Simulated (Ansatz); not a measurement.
```xyz
10

C    -0.0015   -0.0449   -0.7394
C     0.0300   -0.0285    0.7588
C    -0.0154    1.1193   -1.4307
C     0.0322   -1.0835    1.5009
H    -0.0017   -0.9441   -1.2572
H    -0.0422    0.9861    1.1942
H    -0.0270    1.0595   -2.6108
H    -0.0049    2.1502   -0.9932
H    -0.0278   -1.1014    2.5454
H     0.0175   -2.0878    0.9793
```

Basis set: def2-TZVP (spherical functions). Frozen core: 4 orbitals. Charge 0, multiplicity 1.

Computed with Ansatz (development build ahead of 0.2.0); each method stands on the lowest determinant of its kind that the runs found. Restricted open shells among the atoms or ions are ROHF, correlated in semicanonical orbitals with singles. Restricted functionals stand beside restricted open-shell atoms, which can lie above the unrestricted atoms usual in DFT and then raise those values.

The atomization energy at this shape (free ground-state atoms in the same class of orbitals less the molecule, no zero-point energy) of singlet C₄H₆:

| method | atomization energy |
| --- | --- |
| PBE0 (restricted) | 43.88 eV |
| RHF-MP2 | 42.55 eV |

(1) What does RHF give?

## Answers

(1) 33.05 eV. Caution: the shape is not the minimum.
